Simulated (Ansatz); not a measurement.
Start from `[CH3][InH][CH3]` and change one atom or group to get `[CH3][In]([CH3])[OH]`.

Ansatz, PBE0-D4/def2-TZVP geometries, multiplicity 1. Each molecule was computed in one conformer, which needn't be the lowest.

Elements past krypton have def2 core potentials.

```
                                          property  `[CH3][InH][CH3]`
                 LUMO energy (PBE/def2-TZVPP) / eV              -1.94
    size of the dipole moment (PBE/def2-TZVPP) / D               0.64
                LUMO energy (PBE0/def2-TZVPP) / eV              -1.21
size of the dipole moment (ωB97M-V/def2-TZVPP) / D               0.54
                 HOMO energy (PBE/def2-TZVPP) / eV              -6.05
               LUMO energy (B3LYP/def2-TZVPP) / eV              -1.50
```

Question: What does the change do to each property? (Best estimate.)

Answer: Ansatz gave: 
```tsv
property	`[CH3][In]([CH3])[OH]`	shift
LUMO energy (PBE/def2-TZVPP) / eV	-1.40	0.54
size of the dipole moment (PBE/def2-TZVPP) / D	2.21	1.57
LUMO energy (PBE0/def2-TZVPP) / eV	-0.69	0.52
size of the dipole moment (ωB97M-V/def2-TZVPP) / D	2.41	1.87
HOMO energy (PBE/def2-TZVPP) / eV	-6.19	-0.14
LUMO energy (B3LYP/def2-TZVPP) / eV	-0.98	0.52
```

With PBE0 the HOMO falls by 0.25 eV and the LUMO rises by 0.52 eV, so the gap widens by about 0.77 eV. PBE moves the HOMO by -0.14 eV and ωB97M-V by -0.26 eV. Dipoles are sizes alone; their direction can turn.

B3LYP here is the variant with VWN-RPA as its local correlation; programs differ in this.
